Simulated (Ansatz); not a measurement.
Input file for CH₄TeZn (`[CH3][Zn][TeH]`):

```yaml
crystal:
  periodic: [false, false, false]
  atoms:
    - {symbol: C, position_ang: [-1.251233, 0.536241, 0.247449]}
    - {symbol: Zn, position_ang: [0.549122, 0.044276, -0.294622]}
    - {symbol: Te, position_ang: [2.858925, -0.582693, -0.991798]}
    - {symbol: H, position_ang: [-1.917529, 0.566170, -0.616996]}
    - {symbol: H, position_ang: [-1.642336, -0.193225, 0.960090]}
    - {symbol: H, position_ang: [-1.252936, 1.518833, 0.723614]}
    - {symbol: H, position_ang: [2.717185, -1.957702, -0.073336]}
basis:
  gaussian: {orbitals: def2-SVP}
correlation: {method: ccsd_t, frozen_orbitals: {C: 1, H: 0, Te: 4, Zn: 9}}
```

```sh
$ ansatz run in.yaml --threads 4 --pin off --events-out ev --progress --plain --max-ram 10444MiB
```

Output of Ansatz, abridged:

```
Functional definition: HF
986 factors; integrals over basis functions are off by at most 1.2e-3 eV
mean field evaluation 1: about -56726.9264 eV, gradient 2.5e1 eV
mean field evaluation 2: about -56727.0008 eV, gradient 2.5e1 eV
mean field evaluation 4: about -56728.8218 eV, gradient 3.0e0 eV
mean field evaluation 8: about -56728.8531 eV, gradient 3.2e-4 eV
mean field -56728.85308971 eV, -2084.7468988492 hartree, gradient 1.7e-6 eV, S^2 0.000000; 0 other end points of the search recorded, 0 dependent functions left out
14 core orbitals not correlated: weight in the atoms' cores, before any rotation towards them, 1.000 or more for the frozen orbitals, at most 0.000 for the correlated occupied ones
reference -56728.85308971 eV, -2084.7468988492 hartree; 18, 18 occupied and 59, 59 virtual orbitals, 986 factors
second order -15.61312639 eV of doubles, -0.00000000 eV of singles
cycle   1  -15.33572070 eV  change    2.8e-1 eV  update   9.9e-2
cycle   2  -15.77296452 eV  change   -4.4e-1 eV  update   3.5e-2
cycle   3  -15.86250942 eV  change   -9.0e-2 eV  update   1.6e-2
cycle   4  -15.85750080 eV  change    5.0e-3 eV  update   4.4e-3
cycle   5  -15.85581237 eV  change    1.7e-3 eV  update   1.9e-3
cycle   6  -15.85545332 eV  change    3.6e-4 eV  update   5.0e-4
cycle   7  -15.85528770 eV  change    1.7e-4 eV  update   1.9e-4
cycle   8  -15.85524749 eV  change    4.0e-5 eV  update   5.7e-5
cycle   9  -15.85525529 eV  change   -7.8e-6 eV  update   1.9e-5
perturbative correction -0.45205984 eV, -0.0166128927 hartree
Total energy: -56745.16040484 eV, -2085.3461816268 hartree
```

Hardware: 4 threads of an Arm Neoverse V2 on a shared host. Wall time 2.5 s, peak host memory 0.39 GiB.

Correlation energy per correlated electron: -0.453 eV. T1 diagnostic: 0.0101.
